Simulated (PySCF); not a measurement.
PySCF was given this input:
```python
from pyscf import gto, scf, mp

mol = gto.M(
    atom='''
F     1.31800223    0.00739748    1.48618006
C     0.37902913   -0.50068481    0.73883781
C    -0.29049288   -0.06439612   -0.28868255
F    -0.15535228    1.13519605   -0.87886147
F    -1.22167412   -0.76587291   -0.90742210
''',
    basis='6-31g*',
    spin=1,
    verbose=4,
)

mf = scf.UHF(mol)
mf.kernel()

pt = mp.MP2(mf, frozen=5)
pt.kernel()
print('E(MP2) = %.10f' % pt.e_tot)
```

**Question.** What does this run give for the SCF-reference <S^2>, number of basis functions, nuclear repulsion energy, SCF-reference HOMO energy, MP2 correlation energy, SCF-reference Mulliken (on the basis functions themselves) charges in atom order?

**Answer.** 
```yaml
SCF-reference <S^2>: 0.927
number_of_basis_functions: 70
nuclear_repulsion_energy: 161.7782 Eh
SCF-reference HOMO energy: -11.04 eV
MP2 correlation energy: -0.7145 Eh
SCF-reference Mulliken (on the basis functions themselves) charges in atom order: F1 -0.35, C2 0.34, C3 0.78, F4 -0.39, F5 -0.38
```

These values belong to the state on which the SCF converged, which isn't shown to be the lowest.
